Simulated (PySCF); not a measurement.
## Ca²⁺: ionisation energy

Ca²⁺ [Ar] → Ca³⁺ [Ne] 3s2 3p5 [3p1/2^2 3p3/2^3, M_J = 3/2], as a difference of total energies. Computed with PySCF 2.14 in an uncontracted even-tempered set (22 s from 0.054 bohr⁻², ratio 2.4; 15 p from 0.071 bohr⁻², ratio 2.4; 5 d from 1.5 bohr⁻², ratio 2.6; 5 f from 2.3 bohr⁻², ratio 2.6), with the two-component X2C-1e Hamiltonian. Correlated levels: 1s2 frozen; the 52 highest virtual spinors dropped. "Screened" scales the spin-orbit matrix elements by Boettger's factors to mimic the two-electron term; Breit and QED terms are absent.

```csv
method,ionisation energy (eV)
GHF (spin-free),49.856
GMP2 (spin-free),50.537
GHF (screened spin-orbit),49.719
GMP2 (screened spin-orbit),50.399
```

**Question.** How much does correlation contribute at GMP2 (screened spin-orbit)?

**Answer.** 50.399 − (49.719) = 0.680 eV, measured against GHF (screened spin-orbit).

For comparison: 50.913 eV (measured; NIST Atomic Spectra Database, ionization energies).
